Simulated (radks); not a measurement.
Values are calculated unless marked as measured or tabulated.
W4+, configuration [Xe] 4f14 5d2.

Code: a radial shooting solver on a logarithmic mesh with Libxc functionals. Model: scalar-relativistic Kohn-Sham, r2SCAN, spin-polarised, spherical densities, finite nucleus; open shells are filled with parallel spins first (spin-orbit coupling, left out, can overturn this in heavy ions); meta-GGA in the generalised Kohn-Sham scheme; Fermi nuclear charge, rms radius 5.3658 fm.

Energy parts (eV):
part                       energy
total                  -439153.26
kinetic                 483753.69
electron-nucleus      -1082671.19
Hartree                 168526.66
exchange-correlation     -8762.42

Orbitals (lengths in bohr, moments of r in powers of bohr; r(max) is where P^2 peaks):
orbital  occ.  eigenvalue (eV)   r(max)   <1/r>      <r^2>
1s down     1        -69606.57  0.01146   87.05  0.0004632
1s up       1        -69606.55  0.01146   87.05  0.0004632
2s up       1        -12076.37  0.06565   20.37   0.007119
2s down     1        -12076.18  0.06565   20.37   0.007119
2p up       3        -10564.97  0.05389   18.45   0.005893
2p down     3        -10564.83  0.05388   18.45   0.005893
3s up       1        -2824.699   0.1851   7.555    0.04613
3s down     1        -2824.698   0.1851   7.555    0.04612
3p up       3        -2374.986   0.1832   6.969    0.04693
3p down     3        -2374.971   0.1832   6.969    0.04692
3d up       5        -1856.700   0.1495   6.575    0.03899
3d down     5        -1856.607   0.1495   6.575    0.03899
4s up       1        -623.0404   0.4207   3.199     0.2281
4s down     1        -622.9196   0.4207   3.199     0.2282
4p up       3        -474.8753   0.4411   2.909     0.2596
4p down     3        -474.7742   0.4411   2.909     0.2596
4d up       5        -286.0726   0.4523   2.588     0.3030
4d down     5        -285.9467   0.4524   2.588     0.3029
5s up       1        -124.5718   0.9634   1.252      1.272
5s down     1        -123.3315   0.9604   1.261      1.256
5p up       3         -87.6560    1.087   1.067      1.692
5p down     3         -85.8942    1.081   1.078      1.662
4f up       7         -77.2340   0.4299   2.086     0.4594
4f down     7         -76.9330   0.4298   2.093     0.4520
5d up       2         -44.2946    1.393  0.7759      3.102
5d down     0         -41.6080    1.371  0.7876      3.059

The highest occupied level is 5d up at -44.295 eV. For comparison, the ionisation energy in NIST's Atomic Spectra Database is 51.6 eV (semi-empirical). In exact Kohn-Sham theory the highest level is minus the ionisation energy, but local and semilocal functionals leave it too shallow, through self-interaction and a potential that decays too fast; potentials with the right tail come closer. The electron density at the nucleus is 1.515e+06 e/bohr^3 (large components only). The density falls to 0.001 e/bohr^3 at r = 3.12 bohr.
